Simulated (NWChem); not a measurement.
Species: BeSiH₄; SMILES [BeH][SiH3]

Results from NWChem. Coordinates come from a PBE0/def2-SVP optimisation. B3LYP is NWChem's, with the RPA form of VWN correlation. Vertical excitations in the gas phase; the lowest state need not have the same character in each row.

For level B3LYP/def2-SVP, TDA:

| Quantity | Value |
|---|---|
| lowest excitation, singlet (eV) | 5.06 |
| orbital gap (eV) | 6.13 |

Task: What are these values for level CAM-B3LYP/def2-SVP, TDA?

Result: 
- lowest excitation, singlet (eV) = 5.18
- orbital gap (eV) = 8.84
